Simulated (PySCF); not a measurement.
H₅GeIn (SMILES [GeH3][InH2]), singlet, at a GFN2-xTB geometry (such geometries of metal compounds can be far from the true shape) (core potentials on In); DF-B3LYP/def2-TZVPPD run with PySCF.

Input for PySCF:
```python
from pyscf import gto, scf, dft

mol = gto.M(
    atom='''
In    1.020844    0.042421   -0.272926
Ge   -1.486532   -0.061020    0.397833
H    -1.946434   -1.378284    0.992913
H    -1.955470    0.944793    1.433197
H    -2.476265    0.150631   -0.732078
H     2.273737   -0.897975    0.493985
H     1.652119    1.054835   -1.545292
''',
    basis='def2-tzvppd',
    ecp={'In': 'def2-tzvppd'},
    charge=0,
    spin=0,
    verbose=4,
    max_memory=1800,
)

mf = dft.RKS(mol)
mf.xc = 'b3lyp'
mf = mf.density_fit(auxbasis='def2-universal-jkfit')
mf.kernel()
```

Output, abridged:

```
PySCF version 2.14.0

[INPUT] verbose = 4
[INPUT] num. atoms = 7
[INPUT] num. electrons = 58
[INPUT] charge = 0
[INPUT] spin (= nelec alpha-beta = 2S) = 0
[INPUT] symmetry False subgroup None
[INPUT] Mole.unit = angstrom
[INPUT] Symbol           X                Y                Z      unit          X                Y                Z       unit  Magmom
[INPUT]  1 In     1.020844000000   0.042421000000  -0.272926000000 AA    1.929115575905   0.080164071930  -0.515755392273 Bohr   0.0
[INPUT]  2 Ge    -1.486532000000  -0.061020000000   0.397833000000 AA   -2.809138355402  -0.115311088121   0.751795413314 Bohr   0.0
[INPUT]  3 H     -1.946434000000  -1.378284000000   0.992913000000 AA   -3.678227179542  -2.604579281870   1.876333635520 Bohr   0.0
[INPUT]  4 H     -1.955470000000   0.944793000000   1.433197000000 AA   -3.695302744803   1.785400014406   2.708349812548 Bohr   0.0
[INPUT]  5 H     -2.476265000000   0.150631000000  -0.732078000000 AA   -4.679462661846   0.284651335869  -1.383426921819 Bohr   0.0
[INPUT]  6 H      2.273737000000  -0.897975000000   0.493985000000 AA    4.296740209290  -1.696926816706   0.933496359643 Bohr   0.0
[INPUT]  7 H      1.652119000000   1.054835000000  -1.545292000000 AA    3.122052435190   1.993349256606  -2.920178662481 Bohr   0.0

nuclear repulsion = 202.881475802667
number of shells = 71
number of NR pGTOs = 298
number of NR cGTOs = 195
basis = def2-tzvppd
ecp = {'In': 'def2-tzvppd'}

******** <class 'pyscf.df.df_jk.DFRKS'> ********
method = DFRKS
initial guess = minao
damping factor = 0
level_shift factor = 0
DIIS = <class 'pyscf.scf.diis.CDIIS'>
diis_start_cycle = 1
diis_space = 8
diis_damp = 0
SCF conv_tol = 1e-09
SCF conv_tol_grad = None
SCF max_cycles = 50
direct_scf = False
XC library pyscf.dft.libxc version 7.1.2
    S. Lehtola, C. Steigemann, M. J. T. Oliveira, and M. A. L. Marques,  SoftwareX 7, 1–5 (2018)
XC functionals = b3lyp
    P. J. Stephens, F. J. Devlin, C. F. Chabalowski, and M. J. Frisch,  J. Phys. Chem. 98, 11623 (1994)
radial grids:
    Treutler-Ahlrichs [JCP 102, 346 (1995); DOI:10.1063/1.469408] (M4) radial grids

becke partition: Becke, JCP 88, 2547 (1988); DOI:10.1063/1.454033
pruning grids: <function nwchem_prune>
grids dens level: 3
symmetrized grids: False
atomic radii adjust function: <function treutler_atomic_radii_adjust>
small_rho_cutoff = 0
Set gradient conv threshold to 3.16228e-05
Initial guess from minao.
tot grids = 91560
******** <class 'pyscf.df.df.DF'> ********
auxbasis = def2-universal-jkfit
init E= -2236.7377645013
  HOMO = -0.530455143530162  LUMO = -0.484851209438321  gap/eV = 1.24095
cycle= 1 E= -2269.03513225164  delta_E= -32.3  |g|= 2.37  |ddm|= 46.1
  HOMO = -0.000677411737300349  LUMO = 0.00508231224820349  gap/eV = 0.15673
cycle= 2 E= -2238.81785952524  delta_E= 30.2  |g|= 10.4  |ddm|= 33.1
  HOMO = -0.264778552103688  LUMO = -0.0853554875286572  gap/eV = 4.88235
cycle= 3 E= -2270.17340103217  delta_E= -31.4  |g|= 0.772  |ddm|= 32.1
  HOMO = -0.241765687258048  LUMO = -0.0643579798598677  gap/eV = 4.82751
cycle= 4 E= -2270.21745240366  delta_E= -0.0441  |g|= 0.392  |ddm|= 0.707
  HOMO = -0.269640243924087  LUMO = -0.0834885031068838  gap/eV = 5.06545
cycle= 5 E= -2270.23613644517  delta_E= -0.0187  |g|= 0.0512  |ddm|= 0.339
  HOMO = -0.275386240904116  LUMO = -0.0934213865420893  gap/eV = 4.95152
cycle= 6 E= -2270.23679430619  delta_E= -0.000658  |g|= 0.0229  |ddm|= 0.123
  HOMO = -0.27655527220874  LUMO = -0.0921734149926539  gap/eV = 5.01729
cycle= 7 E= -2270.23693974538  delta_E= -0.000145  |g|= 0.00512  |ddm|= 0.0313
  HOMO = -0.275611835507601  LUMO = -0.0912954024137295  gap/eV = 5.01551
cycle= 8 E= -2270.23694625529  delta_E= -6.51e-06  |g|= 0.000841  |ddm|= 0.00802
  HOMO = -0.275638237193103  LUMO = -0.0913034057924465  gap/eV = 5.01601
cycle= 9 E= -2270.23694643396  delta_E= -1.79e-07  |g|= 0.000146  |ddm|= 0.00109
  HOMO = -0.275639123147438  LUMO = -0.0912905430385975  gap/eV = 5.01638
cycle= 10 E= -2270.236946442  delta_E= -8.04e-09  |g|= 3.54e-05  |ddm|= 0.000256
  HOMO = -0.275637097943646  LUMO = -0.0912905466279708  gap/eV = 5.01633
cycle= 11 E= -2270.23694644231  delta_E= -3.09e-10  |g|= 1.29e-05  |ddm|= 4.87e-05
  HOMO = -0.275637900139088  LUMO = -0.0912913857443129  gap/eV = 5.01632
Extra cycle  E= -2270.23694644231  delta_E= 6.82e-12  |g|= 1.37e-05  |ddm|= 2.37e-05
converged SCF energy = -2270.23694644231
```
